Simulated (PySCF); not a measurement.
Changes within a family of molecules, several properties at once.

PySCF, CAM-B3LYP/def2-SVPD, density fitting, gas phase; each molecule at its own PBE0-D3(BJ)/def2-SVP geometry, one conformer. Singlet excitations by full TDDFT with frozen cores, triplets by Tamm–Dancoff TDDFT and ionisation energies by ΔSCF, from the lowest of the holes tried. 

Torsions of the conformers computed, which needn't be the lowest (atom-mapped SMILES):
- `[N:1]#[C:2][SiH2:3][SeH:4]`: H–Se4–Si3–C2 67°
- `[SeH:1][SiH2:2][CH:3]1[CH2:4][CH2:5][CH2:6]1`: Se1–Si2–C3–C4 172°, H–Se1–Si2–C3 -65°
- `[CH3:1][S:2][SiH2:3][SeH:4]`: C1–S2–Si3–Se4 179°, H–Se4–Si3–S2 2°
- `[F:1][B:2]([F:3])[SiH2:4][SeH:5]`: F1–B2–Si4–Se5 170°, H–Se5–Si4–B2 4°
- `[CH3:1][CH2:2][SiH2:3][SeH:4]`: C1–C2–Si3–Se4 179°, H–Se4–Si3–C2 -65°
- `[GeH3:1][O:2][SiH2:3][SeH:4]`: Ge1–O2–Si3–Se4 -33°, H–Se4–Si3–O2 -68°

Reference: `N#C[SiH2][SeH]`, with HOMO energy -9.00 eV, LUMO energy -0.30 eV, lowest singlet excitation 5.28 eV, lowest triplet excitation 4.89 eV, mean polarisability 69.8 au, dipole moment 3.24 D and vertical ionisation energy 10.02 eV.

Changes against it:

```
            molecule  Δ HOMO energy (eV)  Δ LUMO energy (eV)  Δ lowest singlet excitation (eV)  Δ lowest triplet excitation (eV)  Δ mean polarisability (au)  Δ dipole moment (D)  Δ vertical ionisation energy (eV)
    FB(F)[SiH2][SeH]               +0.53               +0.02                             -0.02                              0.00                        +0.5                -2.74                              -0.53
       CC[SiH2][SeH]               +0.84               +0.99                             +0.02                             -0.01                       +12.9                -1.50                              -0.91
[GeH3][O][SiH2][SeH]               +0.56               +0.83                             +0.17                             +0.14                       +18.1                -2.06                              -0.62
```

Rows whose labels were lost:

```
row  Δ HOMO energy (eV)  Δ LUMO energy (eV)  Δ lowest singlet excitation (eV)  Δ lowest triplet excitation (eV)  Δ mean polarisability (au)  Δ dipole moment (D)  Δ vertical ionisation energy (eV)
  P               +0.89               +0.99                             +0.03                              0.00                       +31.3                -1.33                              -1.03
  Q               +0.68               +0.52                             -0.25                             -0.23                       +21.0                -1.19                              -0.84
```

Which row belongs to which of `[SeH][SiH2]C1CCC1` and `CS[SiH2][SeH]`?

P = `[SeH][SiH2]C1CCC1` and Q = `CS[SiH2][SeH]`. P and Q are told apart most clearly by the mean polarisability (+31.3 against +21.0 au).

Which row has the smallest HOMO–LUMO gap and which the largest, and does the HOMO or the LUMO shift more there?

Smallest, counted from the reference: `FB(F)[SiH2][SeH]`, -0.51 eV (HOMO +0.53, LUMO +0.02), the larger shift being that of the HOMO. Largest: `[GeH3][O][SiH2][SeH]`, +0.27 eV (HOMO +0.56, LUMO +0.83), the larger shift being that of the LUMO.
